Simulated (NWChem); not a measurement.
Species: SnH3Cl; SMILES [Cl][SnH3]

```xyz
5

Sn     0.0000     0.0000    -0.5566
Cl     0.0000     0.0000     1.8209
H      1.1687     1.1687    -1.0419
H     -1.5965     0.4278    -1.0419
H      0.4278    -1.5965    -1.0419
```
Atoms are numbered in this order, from 1.

Program: NWChem. Medium grid unless said otherwise, to which SCAN and Minnesota functionals are sensitive. Structure relaxed at the PBE-D3(BJ)/def2-SVP level. def2 effective core potentials on Sn; no spin-orbit coupling.

Estimate the computed values for M05-2X/def2-TZVP. Quantities: highest occupied level (eV); orbital gap (eV); dipole (D).

The highest occupied level (eV) comes out as -10.00 and the orbital gap (eV) comes out as 9.82. The dipole (D) is 2.71.
